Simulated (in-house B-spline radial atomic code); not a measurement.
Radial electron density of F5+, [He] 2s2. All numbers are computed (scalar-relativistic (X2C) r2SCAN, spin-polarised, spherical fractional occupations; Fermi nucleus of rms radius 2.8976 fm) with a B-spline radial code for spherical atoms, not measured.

Columns: r (bohr), 4πr²n(r) (electrons per bohr), bar.

```
 0.00644   0.2251 #
  0.0075   0.2984 #
 0.00873    0.394 ##
  0.0102   0.5219 ##
  0.0118   0.6766 ###
  0.0138   0.8899 ####
   0.016    1.147 #####
  0.0187    1.488 #######
  0.0217    1.894 ########
  0.0253    2.408 ###########
  0.0295     3.03 ##############
  0.0343    3.751 #################
  0.0399    4.583 #####################
  0.0465     5.52 #########################
  0.0541     6.51 #############################
   0.063    7.516 ##################################
  0.0734    8.457 ######################################
  0.0854    9.223 #########################################
  0.0995    9.716 ############################################
   0.116    9.818 ############################################
   0.135    9.455 ##########################################
   0.157    8.619 #######################################
   0.183    7.355 #################################
   0.213    5.855 ##########################
   0.248    4.337 ###################
   0.288    3.081 ##############
   0.336     2.24 ##########
   0.391    1.942 #########
   0.455    2.084 #########
    0.53     2.45 ###########
   0.617    2.753 ############
   0.718    2.772 ############
   0.836    2.432 ###########
   0.973    1.828 ########
    1.13    1.165 #####
    1.32   0.5985 ###
    1.54   0.2463 #
    1.79  0.08082 
    2.08  0.02011 
    2.42 0.003584 
    2.82 0.0004303
```

On this grid the curve has 2 maxima, near 0.116, 0.718 bohr.

The 2s up radial function P(r) = rR(r), positive near the nucleus:

```
r (bohr)         P
 0.00222   0.03426
 0.00301    0.0459
 0.00408   0.06133
 0.00553   0.08168
  0.0075    0.1084
  0.0102    0.1433
  0.0138    0.1869
  0.0187    0.2414
  0.0253    0.3063
  0.0343    0.3805
  0.0465    0.4572
   0.063    0.5238
  0.0854    0.5583
   0.116    0.5283
   0.157    0.3973
   0.213    0.1343
   0.288   -0.2492
   0.391   -0.7021
    0.53    -1.066
   0.718    -1.174
   0.973    -0.956
    1.32    -0.547
    1.79    -0.201
    2.42  -0.04233
```
